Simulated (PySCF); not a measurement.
Computed shifts of a molecule CH5BFNO, PySCF with PBE0/pcSseg-1, GIAO, gas phase, atoms alike by connectivity averaged where their shifts nearly agree, in ppm (number of nuclei): ¹⁹F: -148.9 (1). ¹⁵N: 56.1 (1). ¹³C: 32.0 (1). ¹H: 3.15 (1), 2.81 (3), 1.99 (1). References: ¹¹B against BF3 (σ = 88.8 ppm); ¹⁹F against CFCl3 (σ = 167.2 ppm); ¹⁵N against NH3 (σ = 267.4 ppm); ¹³C against TMS (σ = 186.3 ppm); ¹H against TMS (σ = 31.56 ppm); ¹⁷O against H2O (σ = 334.2 ppm), references at their B3LYP-D3(BJ)/def2-TZVP geometries, non-relativistic. The structure is a stationary point at r2SCAN-D4/def2-SVP. Other conformers were not sampled.

Which molecule gave these data?
(A) COB(N)F
(B) NB(O)CF
(C) CNB(O)F

C, CNB(O)F
